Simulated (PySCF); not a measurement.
# EPR parameters of C7H12N

C7H12N (doublet state).
SMILES with atom numbers: `[CH2:1][C@@H:2]([CH2:3][NH2:4])[C:5](=[CH2:6])[CH:7]=[CH2:8]` (hydrogens: H9, H10 on C1; H11 on C2; H12, H13 on C3; H14, H15 on N4; H16, H17 on C6; H18 on C7; H19, H20 on C8)

Cartesian coordinates in Å at the GFN2-xTB level; atoms count from 1:
```
atom  x, y, z in Å
C1    -1.8571   -0.7399    0.1505
C2    -0.6109   -0.1085   -0.3103
C3    -0.4524    1.3138    0.2941
N4    -1.4331    2.2728   -0.1658
C5     0.6396   -0.9133    0.0353
C6     0.6599   -1.7634    1.0617
C7     1.8415   -0.7132   -0.7624
C8     1.9965    0.0952   -1.8046
H9    -2.2497   -0.5291    1.1273
H10   -2.3492   -1.4802   -0.4497
H11   -0.6409   -0.0285   -1.4054
H12    0.5388    1.7058    0.0548
H13   -0.5355    1.2425    1.3816
H14   -2.3698    1.9363    0.0340
H15   -1.3614    2.4006   -1.1701
H16   -0.2079   -1.9407    1.6719
H17    1.5502   -2.3125    1.3201
H18    2.6865   -1.3095   -0.4383
H19    2.9404    0.1644   -2.3181
H20    1.2093    0.7184   -2.1933
```

The hyperfine couplings belong to this conformer and change with its torsions.

Theory: PySCF 2.14.0, UKS B3LYP, pcH-1 on C H N, non-relativistic, mean-field spin-orbit, GIAO. Geometry: GFN2-xTB, one conformer, isolated molecule. The geometry wasn't refined by DFT: couplings that depend on bond lengths, twists or pyramidal angles can differ widely from those at the functional's own minimum. Stability of the SCF solution: not tested.

```
g1, g2, g3                      : 2.00220, 2.00271, 2.00300
g_iso                           : 2.00264
Form of g                       : rhombic: the two nearest values differ by 36 % of g3 − g1
⟨S²⟩                            : 0.7536 (exact 0.7500)
HOMO–LUMO gap, α and β orbitals : 4.85, 4.39 eV
```

Isotropic coupling and dipolar principal values T1 to T3, in MHz:

| atom | isotope | a_iso | T1 | T2 | T3 | Mulliken spin population |
| --- | --- | --- | --- | --- | --- | --- |
| C1 | 13C | 90.3 | -81.6 | -80.9 | 162.5 | 1.08 |
| C2 | 13C | -30.8 | -2.0 | -0.3 | 2.3 | -0.08 |
| C3 | 13C | 13.0 | -2.0 | -1.6 | 3.6 | 0.01 |
| N4 | 14N | 0.5 | -0.5 | -0.3 | 0.8 | 0.00 |
| C5 | 13C | 73.0 | -6.3 | -5.7 | 12.0 | 0.05 |
| C6 | 13C | 4.8 | -3.2 | 0.0 | 3.2 | 0.00 |
| C7 | 13C | 1.3 | -1.1 | -0.7 | 1.7 | 0.00 |
| C8 | 13C | 0.0 | -0.4 | 0.2 | 0.2 | 0.00 |
| H9 | 1H | -63.0 | -39.5 | 0.0 | 39.5 | -0.05 |
| H10 | 1H | -63.4 | -39.3 | -0.3 | 39.6 | -0.05 |
| H11 | 1H | 44.0 | -5.2 | -4.6 | 9.8 | 0.02 |
| H12 | 1H | -0.6 | -2.2 | -1.5 | 3.6 | 0.00 |
| H13 | 1H | -1.8 | -3.2 | -2.9 | 6.1 | 0.00 |
| H14 | 1H | -0.2 | -5.3 | -2.9 | 8.3 | 0.00 |
| H15 | 1H | 0.4 | -2.0 | -1.6 | 3.7 | 0.00 |
| H16 | 1H | -0.2 | -6.7 | -3.1 | 9.8 | 0.00 |
| H17 | 1H | -0.9 | -2.2 | -1.0 | 3.2 | 0.00 |
| H18 | 1H | 7.8 | -1.2 | -0.7 | 2.0 | 0.00 |
| H19 | 1H | 0.5 | -0.6 | -0.6 | 1.2 | 0.00 |
| H20 | 1H | 1.1 | -1.4 | -0.8 | 2.2 | 0.00 |

Largest spin populations (Mulliken): C1 (+1.08) and C2 (-0.08). C1 is the only atom above +0.15. The positive populations add up to 1.18 and the negative ones to -0.18, together 2S = 1. The angles at C1 add up to 359.8°, so it is planar; its axial dipolar tensor and the negative couplings of its protons fit spin in a p orbital normal to that plane.

Axes: g2 points within 14° of the C1–C2 bond.

Under fast tumbling the dipolar parts average out, and these isotropic splittings remain: 2 × 1H (H9/H10, I = 1/2, 3 lines) with 2.26 mT, 1 × 1H (H11, I = 1/2, 2 lines) with 1.57 mT, 1 × 1H (H18, I = 1/2, 2 lines) with 0.28 mT, 1 × 1H (H13, I = 1/2, 2 lines) with 0.06 mT, 1 × 1H (H20, I = 1/2, 2 lines) with 0.04 mT and 1 × 1H (H17, I = 1/2, 2 lines) with 0.03 mT.

Nuclei that the bonding pattern makes equivalent are averaged, as if the motion that swaps them (rotation, inversion, ring flip) were fast.

The 13C coupling of C1 (90.3 MHz) shows only in satellite lines or after enrichment, since that isotope makes up about 1.07 % of natural carbon.
